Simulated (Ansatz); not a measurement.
La2O3⁻, 5 atoms. Hardware: 4 threads of Intel Xeon on a shared host.

In the def2 sets La takes a core potential; there is no spin–orbit coupling. Correlated methods freeze 3 core orbitals; core or outer-core shells of La are correlated, in sets that lack core-valence functions.

Q: How many basis functions does each of these Ansatz runs have, and roughly what does it cost? PBE-D4/def2-SVP, charge -1 doublet, energy with a search over starts; PBE-D4/def2-TZVPD, charge -1 doublet, energy and forces, from earlier orbitals; CCSD(T)/def2-SVPD, charge -1 doublet, energy, from earlier orbitals; ωB97X-V/def2-TZVPD, charge -1 doublet, energy, from earlier orbitals; PBE0-D4/def2-SVPD, charge -1 doublet, relaxation, 11 steps; LC-ωPBE/def2-TZVPD, charge -1 doublet, energy, from earlier orbitals; B3LYP-D4/def2-TZVPD, charge -1 doublet, energy, from earlier orbitals; MP2/def2-TZVPD, charge -1 doublet, energy, from earlier orbitals; r2SCAN-D4/def2-TZVPD, charge -1 doublet, energy, from earlier orbitals; PBE0-D4/def2-TZVPD, charge -1 doublet, energy, from earlier orbitals.

A: Other jobs shared the machine, so times can vary by a factor of up to 3. A dash marks memory too small to be measured apart from the calling script's.

```csv
run,functions,fitting or Cholesky vectors,wall time,peak host memory (GiB)
"MP2/def2-TZVPD, charge -1 doublet, energy, from earlier orbitals",206,1463,9.1 s,0.57
"PBE-D4/def2-TZVPD, charge -1 doublet, energy and forces, from earlier orbitals",206,1224,12 s,–
"LC-ωPBE/def2-TZVPD, charge -1 doublet, energy, from earlier orbitals",206,1224,15 s,–
"PBE0-D4/def2-TZVPD, charge -1 doublet, energy, from earlier orbitals",206,1328,15 s,0.74
"PBE-D4/def2-SVP, charge -1 doublet, energy with a search over starts",106,925,17 s,–
"B3LYP-D4/def2-TZVPD, charge -1 doublet, energy, from earlier orbitals",206,1290,18 s,0.73
"r2SCAN-D4/def2-TZVPD, charge -1 doublet, energy, from earlier orbitals",206,1224,20 s,–
"ωB97X-V/def2-TZVPD, charge -1 doublet, energy, from earlier orbitals",206,1260,39 s,1.2
"PBE0-D4/def2-SVPD, charge -1 doublet, relaxation, 11 steps",139,1195,2 min,–
"CCSD(T)/def2-SVPD, charge -1 doublet, energy, from earlier orbitals",139,1281,3.7 min,3.2
```
